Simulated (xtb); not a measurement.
C₃H₆BFO, SMILES C1COB1CF. All values are semi-empirical tight-binding results from xtb (GFN2-xTB unless named), good for trends rather than for accurate numbers. Geometry: GFN2-xTB. This is a generated structure with no PubChem entry under its InChIKey; it may be hypothetical. Other conformers were not sampled.

Optimised geometry:

```xyz
12

F      0.4997     2.3666     0.0000
C     -0.5838     1.5048     0.0000
B     -0.1715    -0.0275     0.0000
C      1.1259    -0.9446     0.0000
C      0.0373    -2.0337     0.0000
O     -1.0333    -1.0785     0.0000
H     -1.1777     1.7652     0.8834
H     -1.1777     1.7652    -0.8834
H      1.7622    -0.9551     0.8802
H      1.7622    -0.9551    -0.8802
H     -0.0091    -2.6568     0.8941
H     -0.0091    -2.6568    -0.8941
```
Charge 0, spin multiplicity 1.

```yaml
point_group_as_xtb_finds_it: Cs
orbital_gap: 5.36 eV
dipole_moment: 2.27 D
zero_point_energy: 56.8 kcal/mol
G − E(el) at 298.15 K (modified RRHO): 37.7 kcal/mol
static polarisability (D4 model): 50.9 bohr³
solvation energy, GFN2-xTB/ALPB(water): -2.3 kcal/mol
solvation energy, GFN2-xTB/ALPB(chcl3): -5.7 kcal/mol
```

Computed IR lines (harmonic; lines under 4 % of the strongest left out, lines within 3 cm⁻¹ merged):
ν (cm⁻¹): 62 (w), 149 (w), 808 (m), 911 (s), 1004 (m), 1021 (s), 1035 (m), 1120 (vs), 1170 (m), 1189 (w), 1248 (vs), 1263 (m), 1315 (vs), 1423 (w), 1437 (w), 2928 (m), 2943 (m), 2967 (m), 2978 (m), 3031 (m), 3038 (w) (against the strongest line: vs over 80 %, s over 45 %, m over 15 %, w over 4 %, vw less)

Task: Give the atomic charges and the Wiberg bond orders between heavy atoms. (An estimate is asked for; the answer gives what the named calculation found.)

Result: charges (e) F1 -0.27, C2 0.02, B3 0.35, C4 -0.16, C5 0.07, O6 -0.33, H7 0.06, H8 0.06, H9 0.05, H10 0.05, H11 0.04, H12 0.04. Bond orders F1–C2 0.93, C2–B3 0.99, B3–C4 0.99, C4–C5 1.00, B3–O6 1.27, C5–O6 0.96.
